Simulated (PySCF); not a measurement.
**Krypton: a sound run and one with changed settings**

Sound run: Kr⁺ [Ar] 3d10 4s2 4p5, Kr²⁺ [Ar] 3d10 4s2 4p4. Calculation: PySCF 2.14, in def2-TZVP (6s5p4d1f, 48 functions); the non-relativistic Hamiltonian (point nucleus). The sound run starts from symmetry-adapted Hartree-Fock orbitals and uses a fine grid where one is needed.

Changed run: 6 angular points. This setting is unsound on purpose.

```tsv
species	method	sound run (hartree)	changed run (hartree)	converged
Kr⁺	UHF	-2751.52176	-2751.52176	yes
Kr⁺	PBE	-2752.83299	-2756.90304	yes
Kr⁺	PBE0	-2752.93399	-2755.21566	yes
Kr²⁺	UHF	-2750.66749	-2750.66749	yes
Kr²⁺	PBE	-2751.93935	-2755.49217	yes
Kr²⁺	PBE0	-2752.03882	-2754.03296	yes
```

Ionisation energy of Kr⁺:

| method | sound run (eV) | changed run (eV) |
| --- | --- | --- |
| UHF | 23.246 | 23.246 |

A coarse angular grid integrates products of high-l functions wrongly, so density functionals can shift, and the SCF can exploit the error; Hartree-Fock and MP2 need no grid.

For comparison, NIST gives 24.360 eV between the lowest levels.
